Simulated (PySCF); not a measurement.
Species: C8H19B.
Numbering: `[BH2:1][C@@H:2]([CH3:3])[C@H:4]([CH3:5])[CH2:6][CH:7]([CH3:8])[CH3:9]` (hydrogens: H10, H11 on B1; H12 on C2; H13, H14, H15 on C3; H16 on C4; H17, H18, H19 on C5; H20, H21 on C6; H22 on C7; H23, H24, H25 on C8; H26, H27, H28 on C9)

Theory: PBE0-D3(BJ)/def2-SVP geometry optimisation, gas phase in PySCF.

(1) List the bond lengths, angles and torsions at this level.

Answers

(1) 
| bond | length (bohr) | order |
| --- | --- | --- |
| B1–C2 | 2.928 | single |
| C2–C3 | 2.885 | single |
| C2–C4 | 2.911 | single |
| C4–C5 | 2.885 | single |
| C4–C6 | 2.893 | single |
| C6–C7 | 2.890 | single |
| C7–C8 | 2.882 | single |
| C7–C9 | 2.882 | single |
| B1–H10, B1–H11 | 2.291 | single |
| C2–H12 | 2.132 | single |
| C3–H13, C3–H14, C3–H15 | 2.080 | single |
| C4–H16 | 2.086 | single |
| C5–H17, C5–H18, C5–H19 | 2.082 | single |
| C6–H20 | 2.090 | single |
| C6–H21 | 2.088 | single |
| C7–H22 | 2.091 | single |
| C8–H23, C8–H24, C8–H25 | 2.082 | single |
| C9–H26, C9–H27, C9–H28 | 2.082 | single |

Bonds in one row agree within 0.02 bohr and their mean is given. Orders are formal, as drawn. A selection of angles:
| angle | degrees |
| --- | --- |
| B1–C2–C3 | 116.8 |
| B1–C2–C4 | 115.5 |
| C3–C2–C4 | 115.3 |
| C2–C4–C5 | 111.1 |
| C2–C4–C6 | 114.0 |
| C5–C4–C6 | 110.2 |
| C4–C6–C7 | 116.6 |
| C6–C7–C8 | 112.4 |
| C6–C7–C9 | 110.3 |
| C8–C7–C9 | 110.8 |

Torsions: B1–C2–C4–C5 -70° (synclinal); C2–C4–C6–C7 -55° (synclinal); C4–C6–C7–C8 -59° (synclinal).

Of the pairs four or more bonds apart, H12···H22 is among the closest relative to their van der Waals radii: 2.24 Å, 93 % of the sum of Bondi's values. B1 (three-coordinate boron) is planar (angles 120.9°, 120.1° and 118.6°, sum 359.7°, 0.04 Å off the plane of its three neighbours).

Point group: C1 (no symmetry element, even within 0.4 Å). PBE0-D3(BJ)/def2-SVP frequencies: not computed here. The numbers are those of one conformer (H–B1–C2–C3 22° and -165°, B1–C2–C4–C5 -70°, C2–C4–C6–C7 -55°, C4–C6–C7–C8 -59°).

Hardware: one thread of an Arm Neoverse V2, on a shared host. Cost: 3.8 min of wall time. These figures are those of the optimisation.
